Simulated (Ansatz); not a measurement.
`COB(C)OC` + `O[SiH3]` → `COB(C)O[SiH3]` + CH₃OH  (ligand exchange at a B–O bond)

Gas-phase electronic energies from Ansatz, PBE0-D4/def2-TZVP geometries. CBS: MP2 limit from def2 TZ/QZ plus the TZ coupled-cluster correction, frozen cores. This one scheme is used for every species. One conformer a species, not always the lowest.

`COB(C)OC`:

```xyz
15

C     1.628   -0.728   -0.985
O     0.334   -0.195   -0.832
B    -0.178    0.101    0.400
C     0.601   -0.118    1.745
O    -1.438    0.613    0.445
C    -2.172    0.824   -0.743
H     2.392   -0.046   -0.599
H     1.730   -1.690   -0.473
H     1.804   -0.880   -2.050
H     0.879   -1.169    1.879
H     0.006    0.187    2.606
H     1.538    0.448    1.761
H    -2.324   -0.112   -1.287
H    -3.141    1.237   -0.461
H    -1.660    1.526   -1.406
```

`O[SiH3]`:

Z-matrix (Å, degrees):
```
Si
O 1 1.648
H 1 1.489 2 111.7
H 1 1.489 2 111.7 3 120.9
H 1 1.481 2 105.9 3 -119.6
H 2 0.957 1 117.9 3 -60.5
```

`COB(C)O[SiH3]`:

Cartesian coordinates in Å:
```
C 2.211 0.733 0.948
O 1.649 -0.366 0.262
B 0.346 -0.414 -0.111
C -0.175 -1.684 -0.874
O -0.475 0.645 0.191
Si -2.069 0.935 -0.091
H 1.450 1.446 1.268
H 2.748 0.357 1.822
H 2.924 1.238 0.293
H -0.992 -2.164 -0.323
H -0.585 -1.413 -1.852
H 0.611 -2.423 -1.028
H -2.378 2.270 0.475
H -2.352 0.933 -1.550
H -2.914 -0.095 0.568
```

CH₃OH:

```xyz
6

C    -0.066   -0.297    0.185
O     0.708    0.747   -0.360
H     0.615   -0.943    0.741
H    -0.554   -0.903   -0.589
H    -0.832    0.068    0.879
H     0.129    1.328   -0.856
```

```csv
species,SCS-MP2/def2-TZVPP energy (Eh)
`COB(C)OC`,-294.56559
`O[SiH3]`,-366.59311
`COB(C)O[SiH3]`,-545.63617
CH₃OH,-115.52242
```

Question: Work out ΔE.

Answer: ΔE = (-545.63617) + (-115.52242) − (-294.56559) − (-366.59311) = 0.00011 Eh = +0.1 kcal/mol. CCSD(T)/CBS gives -0.1 kcal/mol.

Largest T1 diagnostic among the species: 0.012.

In def2-TZVPP, CCSD(T) changes the Hartree–Fock value by +1.0 kcal/mol (the triples alone add +0.2 kcal/mol) and MP2 by +1.2 kcal/mol.
